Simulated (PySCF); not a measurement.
Geometries of 2 isomers of C7H6N2S, from PBE0-D3(BJ)/def2-SVP geometry optimisation, gas phase (PySCF). One conformer each, no zero-point energy, no frequencies.

Question: Which isomer lies lower at this level?
A.
```xyz
16
angstrom
C     -2.569   -1.000    1.389
C     -1.804   -0.797    0.319
C     -0.876    0.389    0.162
C     -1.261    1.191   -1.001
N     -1.561    1.808   -1.932
C      0.569   -0.047    0.061
C      1.231   -0.818    1.064
N      2.485   -1.124    0.840
S      2.952   -0.493   -0.618
C      1.438    0.210   -0.971
H     -3.207   -1.883    1.465
H     -2.589   -0.293    2.224
H     -1.795   -1.511   -0.511
H     -0.988    1.038    1.049
H      0.757   -1.166    1.987
H      1.237    0.773   -1.883
```
B.
```xyz
16
angstrom
N     -3.178   -1.626   -0.324
C     -1.919   -1.448   -0.364
C     -1.154   -0.206   -0.204
C     -1.679    1.050    0.027
S     -0.495    2.297    0.162
C      0.788    1.168   -0.089
C      2.204    1.101   -0.176
C      2.495   -0.229   -0.406
N      1.332   -0.958   -0.461
C      0.273   -0.117   -0.268
H     -3.663   -0.738   -0.152
H     -1.303   -2.347   -0.543
H     -2.732    1.311    0.126
H      2.926    1.907   -0.085
H      3.462   -0.712   -0.535
H      1.280   -1.954   -0.618
```

Answer: B. That is `[H]/N=C\C1=CSC2=C1NC=C2`, 29.5 kcal/mol below the other.

```tsv
SMILES	atoms numbered as above	E (Eh)	relative (kcal/mol)	relative (kJ/mol)	dipole (D)
[H]/N=C\c1csc2cc[nH]c12	[H]/[N:1]=[CH:2]\[c:3]1[cH:4][s:5][c:6]2[cH:7][cH:8][nH:9][c:10]12	-777.06188	0.0	0.0	2.41
C=C[C@H](C#N)c1cnsc1	[CH2:1]=[CH:2][C@H:3]([C:4]#[N:5])[c:6]1[cH:7][n:8][s:9][cH:10]1	-777.01487	29.5	123.4	2.17
```

As drawn, the lower has a C=N bond and an N–H bond, which the higher lacks; the higher has a C≡N group and a C=C bond outside aromatic rings, which the lower lacks.
